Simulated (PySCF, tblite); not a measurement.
Isomers of C5H8N2OSi, one GFN2-xTB conformer each. Single-point energies are computed at PBE0/pcSseg-1 (PySCF, gas phase, no added dispersion term), electronic only.

```json
{"SMILES": "N#C[C@H]1C[Si@H](C(N)=O)C1", "GFN2-xTB relative energy (kJ/mol)": "43.8"}
{"SMILES": "C=C[C@@H](N=C)O[SiH2]C#N", "GFN2-xTB relative energy (kJ/mol)": "0.0"}
```

Conformers: `[N:1]#[C:2][C@H:3]1[CH2:4][Si@H:5]([C:6]([NH2:7])=[O:8])[CH2:9]1` with C4–Si5–C6–N7 136°, Si5–C6–N7–H 180° and 0°, C2–C3–C4–Si5 106°, C3–C4–Si5–C6 122°, C4–Si5–C9–C3 -9°, C2–C3–C9–Si5 -105°; `[CH2:1]=[CH:2][C@@H:3]([N:4]=[CH2:5])[O:6][SiH2:7][C:8]#[N:9]` with C1–C2–C3–N4 115°, C2–C3–N4–C5 -106°, C2–C3–O6–Si7 -102°, C3–O6–Si7–C8 -64°.

**Question.** What does PBE0/pcSseg-1 give for the same structures?

**Answer.** 
```csv
SMILES,PBE0/pcSseg-1 E (Eh),PBE0/pcSseg-1 (kJ/mol),GFN2-xTB (kJ/mol),point group
N#C[C@H]1C[Si@H](C(N)=O)C1,-668.93903,0.0,43.8,Cs
C=C[C@@H](N=C)O[SiH2]C#N,-668.91155,72.2,0.0,C1
```

GFN2-xTB puts C=C[C@@H](N=C)O[SiH2]C#N lowest instead. As drawn, the lower has a four-membered ring, a C=O bond and an N–H bond, which the higher lacks; the higher has a C=N bond, an Si–O bond and a C=C bond outside aromatic rings, which the lower lacks.

**Question.** Which frontier levels, dipoles and rotational constants go with these structures?

**Answer.** 
```csv
SMILES,"HOMO (eV, PBE0/pcSseg-1)",LUMO (eV),dipole (D),"A, B, C (MHz)"
N#C[C@H]1C[Si@H](C(N)=O)C1,-7.37,-1.03,4.46,"4131, 681.3, 656.4"
C=C[C@@H](N=C)O[SiH2]C#N,-7.96,-1.40,3.91,"2507, 935.3, 726.9"
```

**Question.** What happens when harmonic zero-point energies from GFN2-xTB frequencies are added?

**Answer.** 
```json
{"SMILES": "N#C[C@H]1C[Si@H](C(N)=O)C1", "ZPE (kJ/mol)": "322.9", "electronic (kJ/mol)": "0.0", "with ZPE (kJ/mol)": "0.0"}
{"SMILES": "C=C[C@@H](N=C)O[SiH2]C#N", "ZPE (kJ/mol)": "310.3", "electronic (kJ/mol)": "72.2", "with ZPE (kJ/mol)": "59.6"}
```

The zero-point energies span 12.6 kJ/mol. The order is unchanged.
